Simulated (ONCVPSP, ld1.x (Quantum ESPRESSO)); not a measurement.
## Potentials for phosphorus compared

Generated with ld1.x 7.5 (TM, RRKJ, ultrasoft, PAW), atompaw 4.2 or ONCVPSP 4.0.1. The cutoff is in Ry: for ld1.x and atompaw files where the sum of valence levels is converged to 10 mRy in a Bessel basis, for ONCV files where the hardest occupied wave has 1 mHa per electron of residual kinetic energy. The error is the largest all-electron minus pseudo excitation energy over each file’s own four to seven test configurations (ionisations up to +4, promotions, holes and added fractions of an electron), all of which were solved. The labels leave out finer settings (local radius, basis sizes, second energies), which also bear on the numbers. Spin-polarised tests are not counted. The rows are a selection from randomly drawn settings: files with unsolved tests, undetermined cutoffs or missed reference levels are left out.

A true bound ghost makes a file unfit for plane-wave use even where its test errors are small: the radial tests pick states by their node count and pass the ghost by.

| potential | cutoff (Ry) | largest error (meV) | bound ghosts |
| --- | --- | --- | --- |
| ultrasoft, BP86, non-relativistic, rc 1.65/1.90/1.55 (spd), local smoothed, core correction yes, reference 3s2 3p3 | 15 | +46 | none |
| ONCV, Wu-Cohen, scalar-relativistic, rc 0.95/0.85/0.85 (spd), local smoothed, core correction yes, reference 2s2 2p6 3s2 3p3, qcut 12.8/19.1/11.7, projectors 2/2/2 | 257 | +9.2 | none |
| ONCV, PBE, scalar-relativistic, rc 1.45/1.16/1.55 (spd), local smoothed, core correction no, reference 3s2 3p2.75, qcut 4.6/3.7/6.5, projectors 2/2/2 | 265 | +25 | p |
| ONCV, LDA (Perdew-Wang 92), scalar-relativistic, rc 1.30/1.90 (sp), local smoothed, core correction no, reference 3s2 3p2.5, qcut 4.1/5.1, projectors 2/1 | 31 | +23 | none |
| ONCV, BLYP, scalar-relativistic, rc 2.10/2.56/2.04 (spd), local d, core correction yes, reference 3s2 3p2, qcut 4.6/4.5/6.7, projectors 2/2/0 | 17 | +35 | none |

Question: Fill in the row for P: ONCV, PBEsol, non-relativistic, rc 1.40/2.05/1.75 (spd), local smoothed, core correction yes, reference 3s2 3p3, qcut 5.5/3.7/5.7, projectors 1/2/2.

Answer: cutoff 21 Ry, largest error +132 meV, bound ghosts: none.

Question: Fill in the row for P: RRKJ, PBE, non-relativistic, rc 1.05/1.50 (sp), local s, core correction no, reference 3s2 3p1.

Answer: cutoff 80 Ry, largest error +170 meV, bound ghosts: none.

Question: Fill in the row for P: TM, LDA (PZ), scalar-relativistic, rc 1.10/1.20/1.05 (spd), local d, core correction no, reference 3s2 3p3.

Answer: cutoff 80 Ry, largest error +37 meV, bound ghosts: s.
